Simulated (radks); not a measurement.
Excited configurations of the erbium ion Er49+: one electron is placed in a higher orbital outside [Ar]. The ground configuration is [Ar] 3d1. Method: scalar-relativistic Kohn-Sham, r2SCAN, spin-polarised, spherical densities, finite nucleus; open shells are filled with parallel spins first (spin-orbit coupling, left out, can overturn this in heavy ions); meta-GGA in the generalised Kohn-Sham scheme; Fermi nuclear charge, rms radius 5.2516 fm; computed with a radial shooting solver on a logarithmic mesh with Libxc functionals. Excitation = E - E(ground); binding = E(ion) - E, where the ion is the core of charge +50; n* = 50/sqrt(2 binding) in atomic units. These energies are relativistic, and a one-electron ion of charge +50 with no core already has n* below n in this formula (scalar-relativistic equation, point nucleus: 4p 3.968, 5p 4.966, 5d 4.983, 5f 4.991, 6s 5.939, 6d 5.982). The quantum defect is therefore taken as that value minus n*, so that it holds no relativistic shift of the bare ion.

| outer orbital | excitation (eV) | binding (eV) | n* | quantum defect | eigenvalue (eV) | <r> (bohr) |
|---|---|---|---|---|---|---|
| 4p | 1831.2 | 2432.7 | 3.739 | 0.229 | -2411.8 | 0.4019 |
| 5p | 2750.4 | 1513.6 | 4.741 | 0.225 | -1501.3 | 0.6558 |
| 5d | 2818.3 | 1445.6 | 4.851 | 0.133 | -1431.9 | 0.6461 |
| 5f | 2866.1 | 1397.8 | 4.933 | 0.058 | -1382.4 | 0.6085 |
| 6s | 3193.2 | 1070.7 | 5.636 | 0.303 | -1062.4 | 0.9549 |
| 6d | 3269.8 | 994.11 | 5.849 | 0.132 | -985.46 | 0.9669 |

The Delta-SCF ionisation energy is 4263.9 eV (NIST Atomic Spectra Database: 4294 eV, theoretical). Self-interaction in the functional shifts the binding energies and quantum defects, so they are the method's values and not measured ones. Open shells are spherical and high-spin; term and fine-structure splittings are not resolved. Spin-orbit splitting is averaged out at the scalar-relativistic level.
